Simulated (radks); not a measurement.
Spin polarisation of the 2s1 shell in neutral lithium. Start: [He] 2s(up 0.5, down 0.5); electrons of 2s are moved from spin down to spin up, other shells keep equal spins. Method: non-relativistic Kohn-Sham, LDA (Slater exchange, Perdew-Wang correlation), spin-polarised, spherical densities, point nucleus; computed with a radial shooting solver on a logarithmic mesh with Libxc functionals.

moment (Bohr magnetons) = 0: E - E(0) (eV) 0.000; e(2s up) (eV) -2.874; e(2s down) (eV) -2.874; 1s down minus up (eV) 0.000
moment (Bohr magnetons) = 0.25: E - E(0) (eV) -0.014; e(2s up) (eV) -2.977; e(2s down) (eV) -2.749; 1s down minus up (eV) 0.054
moment (Bohr magnetons) = 0.5: E - E(0) (eV) -0.057; e(2s up) (eV) -3.062; e(2s down) (eV) -2.597; 1s down minus up (eV) 0.107
moment (Bohr magnetons) = 0.75: E - E(0) (eV) -0.130; e(2s up) (eV) -3.124; e(2s down) (eV) -2.420; 1s down minus up (eV) 0.159
moment (Bohr magnetons) = 1: E - E(0) (eV) -0.236; e(2s up) (eV) -3.165; e(2s down) (eV) -2.013; 1s down minus up (eV) 0.210

At moment 1 the spin-polarisation energy is -0.236 eV and the 2s exchange splitting 1.152 eV, that is 1.152 eV per Bohr magneton; E = -I m^2/4 would give I = 0.944 eV.
